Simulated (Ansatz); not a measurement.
Ansatz (a first-principles code) input (B3LYP-D3(BJ)/def2-TZVP):

Ansatz 0.2 input:
```yaml
crystal:
  periodic: [false, false, false]
  atoms:
    - {symbol: Si, position_ang: [-0.79511285, 0.26093265, -0.68860464]}
    - {symbol: C, position_ang: [-1.94258414, 1.63562442, -0.68484474]}
    - {symbol: C, position_ang: [-1.19976408, -1.05242703, 0.62844920]}
    - {symbol: N, position_ang: [1.03231761, 0.40041330, -0.48318894]}
    - {symbol: Si, position_ang: [2.19657654, -0.40418104, 0.44130508]}
    - {symbol: H, position_ang: [-0.77706914, -0.48049184, -1.99809293]}
    - {symbol: H, position_ang: [-1.74391631, 2.45420875, -1.37965635]}
    - {symbol: H, position_ang: [-2.26479450, 2.03453450, 0.27751333]}
    - {symbol: H, position_ang: [-2.20748322, -1.43315458, 0.48384208]}
    - {symbol: H, position_ang: [-0.51277742, -1.89409170, 0.58926004]}
    - {symbol: H, position_ang: [-1.14876781, -0.63350793, 1.62955085]}
    - {symbol: H, position_ang: [1.37451480, 1.16628324, -1.04308867]}
    - {symbol: H, position_ang: [2.41723939, -1.82370265, 0.06770486]}
    - {symbol: H, position_ang: [3.50640720, 0.26985661, 0.26242239]}
    - {symbol: H, position_ang: [1.91941654, -0.41226736, 1.89533414]}
basis:
  gaussian:
    orbitals: def2-TZVP
hamiltonian:
  xc: b3lyp
  dispersion: d3bj
total_charge: -1
relax: {f_tol: 0.002, max_steps: 150}
```

End of the output:

```
mean field: 1.19 GiB planned
mean field -19486.99656236 eV, -716.1339149061 hartree, gradient 1.2e-5 eV, S^2 0.000000; 0 other end points of the search recorded, 0 dependent functions left out
the calculation of the forces begins
reference -19486.99689931 eV, -716.1339272886 hartree; 29, 29 occupied and 198, 198 virtual orbitals, 1477 factors
relax step  22: F+E_penalty+E_count = -19487.63625406 eV  Δ(F+E_penalty+E_count) = -1.573e-6 eV  max|allowed force component| = 1.237e-3 eV/Å  Δτ_max = 0.0023 Å  (25 SCF iters, accepted)
integrals: 0.17 GiB planned
1477 factors; their error is unknown
0.30 GiB of the device are held for the grids
1.26 GiB of device memory are held for the factors and their scratch space
mean field: 1.19 GiB planned
mean field -19486.99656236 eV, -716.1339149061 hartree, gradient 1.5e-5 eV, S^2 0.000000; 1 other end points of the search recorded, 0 dependent functions left out
the calculation of the forces begins
reference -19486.99689931 eV, -716.1339272886 hartree; 29, 29 occupied and 198, 198 virtual orbitals, 1477 factors
Total energy: -19487.63659101 eV, -716.1574355251 hartree
Atom 0 at    -0.766438     0.266465    -0.673877 Å, force     0.000533     0.000163     0.000270 eV/Å
Atom 1 at    -1.671058     1.765834    -0.761978 Å, force    -0.000103    -0.000277     0.000090 eV/Å
Atom 2 at    -1.151425    -1.088485     0.631282 Å, force     0.000216     0.000108     0.000185 eV/Å
Atom 3 at     0.977223     0.531354    -0.305352 Å, force    -0.001237    -0.000016    -0.000133 eV/Å
Atom 4 at     2.163424    -0.424957     0.439455 Å, force     0.000581     0.000342    -0.000041 eV/Å
Atom 5 at    -0.847596    -0.480244    -1.981671 Å, force    -0.000065    -0.000257    -0.000175 eV/Å
Atom 6 at    -2.315974     1.967208    -1.612104 Å, force    -0.000159     0.000259     0.000053 eV/Å
Atom 7 at    -1.823066     2.424131     0.090308 Å, force    -0.000095    -0.000018    -0.000188 eV/Å
Atom 8 at    -2.152819    -1.487820     0.451107 Å, force    -0.000083     0.000054    -0.000172 eV/Å
Atom 9 at    -0.447464    -1.930780     0.615832 Å, force    -0.000004    -0.000001    -0.000081 eV/Å
Atom 10 at    -1.140731    -0.661661     1.639418 Å, force    -0.000049    -0.000071     0.000128 eV/Å
Atom 11 at     1.248337     1.458636    -0.602633 Å, force     0.000765     0.000129     0.000094 eV/Å
Atom 12 at     2.257103    -1.807460    -0.118785 Å, force    -0.000139    -0.000312     0.000231 eV/Å
Atom 13 at     3.518031     0.189936     0.273657 Å, force     0.000219     0.000207    -0.000213 eV/Å
Atom 14 at     2.006656    -0.634127     1.913248 Å, force    -0.000380    -0.000308    -0.000049 eV/Å
Dipole moment:     0.780379    -0.497029     0.381352 e Å
```

It need not be the lowest isomer of its formula. Whether it binds its extra electron was not tested at this geometry.
